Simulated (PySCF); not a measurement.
ClHSi, neutral, multiplicity 1. Atoms are numbered in the order given.

```xyz
3

Si     0.1106     1.0971     0.0000
H     -1.4045     1.3096     0.0000
Cl    -0.0085    -0.9805     0.0000
```
Charge 0, spin multiplicity 1.

Geometry optimised at r2SCAN-D4/def2-TZVP. The isomer is the one that the SMILES or the coordinates give; other isomers of the formula were not compared.

Vertical ionisation energy (IE) and electron affinity (EA) in eV. Rows of orbital energies are one-electron estimates. Where ΔSCF, EOM or ADC give a negative EA the extra electron is unbound and the value depends on the basis.

| level | IE | EA |
|---|---|---|
| −ε(HOMO), −ε(LUMO), M06-2X/def2-TZVPD (PySCF) | 8.05 | 2.10 |
| −ε(HOMO), −ε(LUMO), CAM-B3LYP/def2-TZVPD (PySCF) | 8.32 | 1.91 |
| EOM-CCSD/aug-cc-pVDZ (PySCF) | 9.42 | 0.87 |
| ADC(2)/aug-cc-pVDZ (PySCF) | (withheld) | (withheld) |

Problem. Complete the blanks. (Estimate from the structure and the level; the computed values follow.)

Solution. 
- ADC(2)/aug-cc-pVDZ (PySCF), IE: 9.15
- ADC(2)/aug-cc-pVDZ (PySCF), EA: 1.01

Problem. Beyond the first one, list the lowest photoelectron lines from ADC(2)/aug-cc-pVDZ run with PySCF 2.14.0 with their pole strengths (two spins summed). (The exact figures need the calculation; the answer reports its results.)

Solution. 11.69 eV (1.79), 11.94 eV (1.79), 13.11 eV (1.80), 17.00 eV (1.74).
